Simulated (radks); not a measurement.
Species: Ni3+. Configuration: [Ar] 3d7. Method: scalar-relativistic Kohn-Sham, r2SCAN, spin-polarised, spherical densities, finite nucleus; open shells are filled with parallel spins first; meta-GGA in the generalised Kohn-Sham scheme; Fermi nuclear charge, rms radius 3.7757 fm; computed with a radial shooting solver on a logarithmic mesh with Libxc functionals.

Unscreened Slater integrals over Kohn-Sham orbitals (cm^-1). They are taken over the spin-up orbitals.

\begin{tabular}{lr}
integral & value \\ \hline
F0(3d,3d) & 229480 \\
F2(3d,3d) & 107390 \\
F4(3d,3d) & 67056 \\
F0(3d,3p) & 242300 \\
F2(3d,3p) & 115450 \\
G1(3d,3p) & 142500 \\
G3(3d,3p) & 86884 \\
F0(3d,3s) & 247090 \\
G2(3d,3s) & 108670 \\
F0(3p,3p) & 258430 \\
F2(3p,3p) & 129550 \\
F0(3p,3s) & 263670 \\
G1(3p,3s) & 174860 \\
F0(3s,3s) & 269410 \\
\end{tabular}

Derived for the open shells (J is the average intra-shell exchange parameter used in DFT+U). 3d: Racah B = F2/49 - 5 F4/441 = 1431 cm^-1, C = 35 F4/441 = 5322 cm^-1, C/B = 3.72, F4/F2 = 0.624, J = (F2 + F4)/14 = 12460 cm^-1.
